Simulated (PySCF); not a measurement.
## C³⁺ (carbon, charge +3): PW91 calculation

Configuration: [He] 2s1, 2S determinant. Calculation: PySCF 2.14, in dyall-av3z (15s9p3d2f, 71 functions); no relativity, point nucleus.

- Total energy: -34.7536 hartree
- One-electron energy: -40.1224 hartree
- Hartree (Coulomb) energy: 9.3416 hartree
- Exchange-correlation energy: -3.9728 hartree
- Kinetic energy: 34.69450 hartree
- ⟨S²⟩: 0.7500
- ⟨L²⟩: 0.000
- Sum of ⟨r⟩: 1.811 bohr
- Sum of ⟨r²⟩: 2.092 bohr²
- Density at the nucleus (Gaussians lack the cusp): 127 bohr⁻³
- Spin density at the nucleus: 4.92 bohr⁻³
- Langevin diamagnetic susceptibility: -1.66 ×10⁻⁶ cm³/mol

| shell | electrons | mean orbital energy (hartree) | rms radius, mean of both spins (bohr) |
| --- | --- | --- | --- |
| 1s α | 1 | -12.21709 | 0.313 |
| 1s β | 1 | -12.17676 | 0.313 |
| 2s α | 1 | -2.12250 | 1.38 |
